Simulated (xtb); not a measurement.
H$_{3}$OSi (SMILES [OH+]=[SiH2]), charge +1, singlet, geometry from GFN2-xTB; GFN2-xTB with GBSA(methanol) run with xtb.

Input for xtb:
```
$ xtb mol.xyz --gfn 2 --chrg 1 --gbsa methanol --json

# file mol.xyz
5

O      0.96806077    -0.29274694    -0.01801030
Si    -0.52671752     0.13783196     0.00849571
H      1.90715119    -0.08140312    -0.00537859
H     -0.91460201     1.53346203     0.09340103
H     -1.36299003    -1.03973089    -0.06287995
```

It wrote (shortened):

```
   ID    Z sym.   atoms
    1    8 O      1
    2   14 Si     2
    3    1 H      3-5

           -------------------------------------------------
          |                Calculation Setup                |
           -------------------------------------------------

           -------------------------------------------------
          |                 G F N 2 - x T B                 |
           -------------------------------------------------

      * Solvation model:               GBSA
        Solvent                        methanol
        Parameter file                 internal GFN2-xTB/GBSA
        Dielectric constant                3.2700E+01
        Reference state                gsolv [1 M gas/solution]
        Free energy shift                  3.3569E-03 Eh       2.1065E+00 kcal/mol
        Temperature                        2.9815E+02 K
        Density                            7.9200E-01 kg/L
        Solvent mass                       3.2040E+01 g/mol
        Interaction kernel             Still
        Born radius scaling (c1)           1.6087E+00
        Born radii integrator          GBOBC
        Born offset                        5.6550E-04 a0       1.0686E-03 AA
        H-bond correction              true
        Ion screening                  false
        Surface tension                    1.0000E-05 Eh       1.5569E+01 dyn/cm
        Grid points                               230 per atom

          ...................................................
          :                      SETUP                      :
          :.................................................:
          :  # basis functions                  17          :
          :  # atomic orbitals                  16          :
          :  # shells                            8          :
          :  # electrons                        12          :
          :  max. iterations                   250          :
          :  Hamiltonian                  GFN2-xTB          :
          :  restarted?                      false          :
          :  GBSA solvation                   true          :
          :  PC potential                    false          :
          :  electronic temp.          300.0000000     K    :
          :  accuracy                    1.0000000          :
          :  -> integral cutoff          0.2500000E+02      :
          :  -> integral neglect         0.1000000E-07      :
          :  -> SCF convergence          0.1000000E-05 Eh   :
          :  -> wf. convergence          0.1000000E-03 e    :
          :  Broyden damping             0.4000000          :
          :  net charge                          1          :
          :  unpaired electrons                  0          :
          ...................................................

 iter      E             dE          RMSdq      gap      omega  full diag
   1     -7.0579100 -0.705791E+01  0.162E+01    4.80       0.0  T
   2     -7.0779265 -0.200165E-01  0.109E+01    4.45       1.0  T
   3     -7.0788830 -0.956416E-03  0.168E+00    4.14       1.0  T
   4     -7.0809777 -0.209475E-02  0.652E-01    4.51       1.0  T
   5     -7.0809725  0.516074E-05  0.710E-01    4.34       1.0  T
   6     -7.0815736 -0.601021E-03  0.361E-01    4.55       1.0  T
   7     -7.0818868 -0.313186E-03  0.221E-02    4.48       2.0  T
   8     -7.0818835  0.321071E-05  0.444E-02    4.47       1.0  T
   9     -7.0818875 -0.400274E-05  0.386E-03    4.48      11.6  T
  10     -7.0818876 -0.263698E-07  0.203E-03    4.47      22.1  T
  11     -7.0818876 -0.119291E-07  0.233E-04    4.47     191.8  T
  12     -7.0818876 -0.259615E-10  0.190E-04    4.47     235.7  T

   *** convergence criteria satisfied after 12 iterations ***

         :::::::::::::::::::::::::::::::::::::::::::::::::::::
         ::                     SUMMARY                     ::
         :::::::::::::::::::::::::::::::::::::::::::::::::::::
         :: total energy              -7.020357912456 Eh    ::
[...]
         :: repulsion energy           0.061529593128 Eh    ::
         :: add. restraining           0.000000000000 Eh    ::
         :: total charge               1.000000000000 e     ::
         :::::::::::::::::::::::::::::::::::::::::::::::::::::

           -------------------------------------------------
          |                Property Printout                |
           -------------------------------------------------

    * Orbital Energies and Occupations

         #    Occupation            Energy/Eh            Energy/eV
      -------------------------------------------------------------
         1        2.0000           -0.8401555             -22.8618
         2        2.0000           -0.7086311             -19.2828
         3        2.0000           -0.6029868             -16.4081
         4        2.0000           -0.5627287             -15.3126
         5        2.0000           -0.5601019             -15.2411
         6        2.0000           -0.4862702             -13.2321 (HOMO)
         7                         -0.3218422              -8.7578 (LUMO)
         8                         -0.2656569              -7.2289
         9                         -0.2166546              -5.8955
        10                         -0.1670294              -4.5451
        11                         -0.1453105              -3.9541
        12                         -0.0460417              -1.2529
        13                          0.1135534               3.0899
        14                          0.5450764              14.8323
        15                          0.6982091              18.9992
        16                          0.8853709              24.0922
      -------------------------------------------------------------
                  HL-Gap            0.1644279 Eh            4.4743 eV
             Fermi-level           -0.4040562 Eh          -10.9949 eV

     #   Z          covCN         q      C6AA      α(0)
     1   8 O        1.576    -0.289    18.863     5.861
     2  14 Si       2.615     0.581   171.698    28.767
     3   1 H        0.805     0.473     0.371     0.956
     4   1 H        0.921     0.118     1.628     1.995
     5   1 H        0.923     0.117     1.641     2.003

 Mol. C6AA /au·bohr⁶  :        409.646100
 Mol. C8AA /au·bohr⁸  :      19439.117748
 Mol. α(0) /au        :         39.582404

Wiberg/Mayer (AO) data.
largest (>0.10) Wiberg bond orders for each atom

 ---------------------------------------------------------------------------
     #   Z sym  total        # sym  WBO       # sym  WBO       # sym  WBO
 ---------------------------------------------------------------------------
     1   8 O    2.538 --     2 Si   1.724     3 H    0.734
     2  14 Si   3.523 --     1 O    1.724     4 H    0.883     5 H    0.883
     3   1 H    0.776 --     1 O    0.734
     4   1 H    0.986 --     2 Si   0.883
     5   1 H    0.986 --     2 Si   0.883
 ---------------------------------------------------------------------------

Topologies differ in total number of bonds
Writing topology from bond orders to xtbtopo.mol

molecular dipole:
                 x           y           z       tot (Debye)
 q only:        0.093       0.352       0.021
   full:       -0.141       0.495       0.030       1.309
molecular quadrupole (traceless):
                xx          xy          yy          xz          yz          zz
 q only:        6.174      -0.184      -2.036      -0.013       0.128      -4.137
  q+dip:        7.084      -0.037      -1.273      -0.005       0.277      -5.812
   full:        5.932       0.224      -3.236       0.012      -0.033      -2.696

           -------------------------------------------------
          | TOTAL ENERGY               -7.020357912456 Eh   |
          | GRADIENT NORM               0.008370188810 Eh/α |
          | HOMO-LUMO GAP               4.474312100422 eV   |
           -------------------------------------------------

normal termination of xtb
```
